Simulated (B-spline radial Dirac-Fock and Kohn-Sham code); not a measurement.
Two-hole binding energies of Tm⁶⁺

System: Tm⁶⁺ in the configuration [Kr] 4d10 4f11 5s2 5p4.

Method: Dirac-Fock energy differences between relaxed states, corrected for Breit and QED terms. Computed with a radial finite-basis atomic code. U is the two-hole binding energy less the two single-hole energies, the effective repulsion of the holes after relaxation. Each two-hole energy is an average over J within one jj subconfiguration.

```
          holes  E(a) (eV)  E(b) (eV)  E(ab) (eV)  U (eV)
   1s⁻¹ 3p1/2⁻¹    59486.2     2192.9     61791.3   112.2
   1s⁻¹ 3d5/2⁻¹    59486.2     1569.8     61147.7    91.7
           2s⁻²    10222.1    10222.1     20647.7   203.5
        2p3/2⁻²     8748.1     8748.1     17714.3   218.1
   2p1/2⁻¹ 3s⁻¹     9717.1     2413.4     12214.7    84.2
   2s⁻¹ 3d3/2⁻¹    10222.1     1614.1     11928.2    92.0
2p1/2⁻¹ 3d3/2⁻¹     9717.1     1614.1     11421.9    90.7
   2p3/2⁻¹ 3s⁻¹     8748.1     2413.4     11244.3    82.7
2p3/2⁻¹ 3d3/2⁻¹     8748.1     1614.1     10456.3    94.1
3p1/2⁻¹ 3p3/2⁻¹     2192.9     1985.3           ?       ?
        3p3/2⁻²     1985.3     1985.3      4030.1    59.5
        3d3/2⁻²     1614.1     1614.1      3298.1    69.9
3d3/2⁻¹ 3d5/2⁻¹     1614.1     1569.8      3254.2    70.4
4d3/2⁻¹ 4d5/2⁻¹      289.3      280.7       599.4    29.4
```

Question: Give the missing two-hole energy and U.

Answer: E(ab) = 4237.8 eV and U = 59.6 eV.

Run: 67 s of CPU time on 1 thread of Neoverse-N1 (shared host), peak memory 0.51 GiB.
